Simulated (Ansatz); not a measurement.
`CO[Si]1(Cl)CO1` + H–F → `F[Si]1(Cl)CO1` + CH₃OH  (ligand exchange at the Si–O bond)

Calculated with Ansatz (gas phase, PBE0-D4/def2-TZVP geometries, no zero-point term in ΔE). CBS: MP2 limit from def2 TZ/QZ plus the TZ coupled-cluster correction, frozen cores. This one scheme is used for every species. DFT in def2-TZVPP. One conformer a species, not always the lowest.

Is it downhill or uphill in electronic energy at CCSD(T)/CBS, and by how much? (Estimate.)

The calculation gave: Downhill: ΔE = -24.9 kJ/mol.

What do these levels give: r2SCAN-D4, ωB97X-V, r2SCAN, HF/def2-TZVPP, HF/CBS(def2), CCSD/CBS(def2)? (Estimate.)

The calculation gave: r2SCAN-D4 -31.8, ωB97X-V -29.8, r2SCAN -33.6, HF/def2-TZVPP -37.2, HF/CBS(def2) -37.8, CCSD/CBS(def2) -26.8 kJ/mol.

Largest T1 diagnostic among the species: 0.012.

The D4 term adds +9.4 kJ/mol with B3LYP and +5.4 kJ/mol with PBE0; it sums over pairs of atoms, weighted by their polarisabilities, and B3LYP, whose exchange is more repulsive, gets the larger term. In def2-TZVPP, CCSD(T) changes the Hartree–Fock value by +10.7 kJ/mol (the triples alone add +1.9 kJ/mol) and MP2 by +14.2 kJ/mol.

B3LYP here is the variant with VWN-RPA as its local correlation; programs differ in this.
